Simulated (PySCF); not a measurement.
Continuum solvent and chemical shifts

Atoms are numbered as in `[CH2:1]=[CH:2][n:3]1[n:4][c:5]([CH3:6])[c:7]([S:8][CH3:9])[n:10]1`; H(Xn) means a hydrogen on atom n. Ha(C1) is cis to N3; Hb(C1) is trans to N3.

GIAO PBE0/pcSseg-1 in PySCF on one PBE0-D3(BJ)/def2-SVP conformer, non-relativistic, equivalent nuclei averaged. Solvents enter as an IEF-PCM continuum (tetrahydrofuran with ε = 7.4, acetonitrile with ε = 35.7) around the gas-phase geometry. Shifts are referred to TMS, CS2 computed in the same medium.

Gas phase, δ in ppm: C7 151.3, C5 144.3, C2 139.5, C1 104.5, C9 17.8, C6 11.5, S8 -41.5, H(C2) 7.00, Ha(C1) 5.98, Hb(C1) 4.96, H(C9) 2.49, H(C6) 2.25. Dipole moment 0.82 D.

(1) How does each δ change in the continuum?

(2) Which of the listed nuclei move most (in ppm), and what does the model miss? (N and O are left out, as their reference compounds move with the solvent too.)

Answers

(1) 
```json
{"atoms": "C7", "environment": "aromatic carbon bearing sulfur", "Δδ, tetrahydrofuran": "+1.6", "Δδ, acetonitrile": "+2.0"}
{"atoms": "C5", "environment": "substituted aromatic carbon next to a ring nitrogen", "Δδ, tetrahydrofuran": "+2.8", "Δδ, acetonitrile": "+3.4"}
{"atoms": "C2", "environment": "alkene CH", "Δδ, tetrahydrofuran": "+1.1", "Δδ, acetonitrile": "+1.3"}
{"atoms": "C1", "environment": "terminal =CH2 carbon", "Δδ, tetrahydrofuran": "+1.4", "Δδ, acetonitrile": "+1.7"}
{"atoms": "C9", "environment": "methyl carbon bonded to S", "Δδ, tetrahydrofuran": "+0.5", "Δδ, acetonitrile": "+0.6"}
{"atoms": "C6", "environment": "methyl carbon on an aromatic ring", "Δδ, tetrahydrofuran": "+0.4", "Δδ, acetonitrile": "+0.6"}
{"atoms": "S8", "environment": "sulfide sulfur", "Δδ, tetrahydrofuran": "-2.2", "Δδ, acetonitrile": "-2.3"}
{"atoms": "H(C2)", "environment": "hydrogen on an alkene CH", "Δδ, tetrahydrofuran": "+0.15", "Δδ, acetonitrile": "+0.18"}
{"atoms": "Ha(C1)", "environment": "hydrogen on a terminal =CH2 carbon", "Δδ, tetrahydrofuran": "+0.03", "Δδ, acetonitrile": "+0.03"}
{"atoms": "Hb(C1)", "environment": "hydrogen on a terminal =CH2 carbon", "Δδ, tetrahydrofuran": "+0.25", "Δδ, acetonitrile": "+0.30"}
{"atoms": "H(C9)", "environment": "hydrogen on a methyl carbon bonded to S", "Δδ, tetrahydrofuran": "+0.12", "Δδ, acetonitrile": "+0.15"}
{"atoms": "H(C6)", "environment": "hydrogen on a methyl carbon on an aromatic ring", "Δδ, tetrahydrofuran": "+0.09", "Δδ, acetonitrile": "+0.11"}
```

Changes are relative to the gas phase. The dipole moment becomes 1.06 D in tetrahydrofuran, 1.11 D in acetonitrile.

(2) C5 (substituted aromatic carbon next to a ring nitrogen, +3.4 ppm) in acetonitrile. A continuum only polarises the solute; specific hydrogen bonds, the anisotropy of aromatic solvents and changes of geometry or conformer are outside it.
